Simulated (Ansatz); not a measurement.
Two isomers of CH6ClNOSi: A = `C[Si](N)(O)Cl`, B = `CO[SiH](N)Cl`.

Computed with Ansatz on PBE0-D4/def2-TZVP structures; ΔE is electronic, products minus reactants. CCSD(T)/CBS is the MP2 limit (def2-TZVPP, def2-QZVPP) plus CCSD(T) − MP2 in def2-TZVPP, frozen cores. Functionals use def2-TZVPP. B3LYP here is the variant with VWN-RPA as its local correlation; programs differ in this. One conformer a species, not always the lowest.

(1) Which isomer does CCSD(T)/CBS put lower? Give the gap. (Estimate.)

(2) Give E(B) − E(A) in kcal/mol with CCSD(T)/def2-SVP, CCSD(T)/def2-TZVPP, HF/def2-TZVPP, B3LYP-D4, LDA (SPW92), CCSD/def2-TZVPP, PBE0-D4. (Estimate.)

(3) Does the order hold for the free energy at 298.15 K (harmonic terms from PBE0-D4)? (Best estimate.)

Largest T1 diagnostic: 0.010.

Answers

(1) Ansatz gave: A, by 26.6 kcal/mol.

(2) The calculation gave: CCSD(T)/def2-SVP 21.2, CCSD(T)/def2-TZVPP 25.7, HF/def2-TZVPP 22.6, B3LYP-D4 24.9, LDA (SPW92) 26.4, CCSD/def2-TZVPP 25.5, PBE0-D4 26.6. None reverses the order clearly.

(3) Computed: Yes: G(B) − G(A) = +25.6 kcal/mol, for one conformer each. Modes under 60 cm⁻¹, often nearly free rotors, make the harmonic entropy too high.

At CCSD(T), def2-SVP lies −5.3 kcal/mol from the extrapolated value and def2-TZVPP −0.8 kcal/mol. In def2-TZVPP, CCSD(T) changes the Hartree–Fock value by +3.1 kcal/mol (the triples alone add +0.2 kcal/mol) and MP2 by +4.6 kcal/mol.
